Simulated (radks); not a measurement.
All-electron atom: the germanium ion Ge17+ in [Ne] 3s2 3p3.

Method: scalar-relativistic Kohn-Sham, PBE, spin-polarised, spherical densities, finite nucleus; open shells are filled with parallel spins first; Fermi nuclear charge, rms radius 4.0742 fm; computed with a radial shooting solver on a logarithmic mesh with Libxc functionals.

Energy parts (hartree):
total: -1944.76411
kinetic: 1983.45467
electron-nucleus: -4305.42560
Hartree: 436.92577
exchange-correlation: -59.71894

Orbitals (lengths in bohr, moments of r in powers of bohr):
orbital  occ.  eigenvalue (hartree)  <1/r>
1s up       1             -426.5305  32.38
1s down     1             -426.4148  32.38
2s up       1             -73.62822  7.171
2s down     1             -73.53606  7.173
2p up       3             -67.42914  7.022
2p down     3             -67.29696  7.020
3s up       1             -25.50664  2.720
3s down     1             -25.04112  2.709
3p up       3             -23.53908  2.629
3p down     0             -23.07885  2.622

The highest occupied level is 3p up at -640.53 eV. The density falls to 0.001 e/bohr^3 at r = 1.37 bohr. For comparison, the ionisation energy in NIST's Atomic Spectra Database is 663 eV (semi-empirical). In exact Kohn-Sham theory the highest level is minus the ionisation energy, but local and semilocal functionals leave it too shallow, through self-interaction and a potential that decays too fast; potentials with the right tail come closer. The spin density at the nucleus is -2.290 e/bohr^3 (1s -5.108, 2s 0.388, 3s 2.429).
